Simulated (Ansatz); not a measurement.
This geometry of BrH + FGeH3 (7 atoms, charge 0, multiplicity 1) is a first-order saddle point.

Level of theory: Ansatz 0.2.0, RKS PBE0-D4/def2-mTZVP.

```xyz
7
Properties=species:S:1:pos:R:3
Ge -0.144 0.000 -0.154
F -0.053 0.000 1.912
H 1.387 0.000 0.008
H -0.599 1.319 -0.769
H -0.599 -1.319 -0.769
Br -2.657 0.000 1.061
H -1.081 0.000 2.020
```

**Question.** Which two structures does it join? (They come from a converged band through this point; their orientation in space is the band's.)

**Answer.** Bonds broken: Ge1–F2, Br6–H7. Bonds formed: Ge1–Br6, F2–H7. BrH + FGeH3 becomes BrGeH3 + FH.

First end point:

```xyz
7
Properties=species:S:1:pos:R:3
Ge 0.326 0.000 -0.242
F -0.058 0.000 1.481
H 1.857 0.000 -0.310
H -0.303 1.277 -0.803
H -0.303 -1.277 -0.803
Br -3.353 0.000 1.965
H -1.911 0.000 2.023
```

Last end point:

```xyz
7
Properties=species:S:1:pos:R:3
Ge -0.341 0.000 -0.631
F -0.213 0.000 3.234
H 0.836 0.000 0.345
H -0.409 1.270 -1.483
H -0.409 -1.270 -1.483
Br -2.273 0.000 0.683
H -0.938 0.000 2.645
```

**Question.** How far does it lie above each of them?

**Answer.** 85.0 kJ/mol above the first and 118.5 kJ/mol above the second. This is the barrier of this one path; another mechanism may lie lower. The orbitals stay closed-shell, which can raise the energy where a bond breaks towards radicals; this wasn't checked here.

The run took 3.9 min on 2 threads of Arm Neoverse V1, on a shared host, peak memory 0.23 GiB.
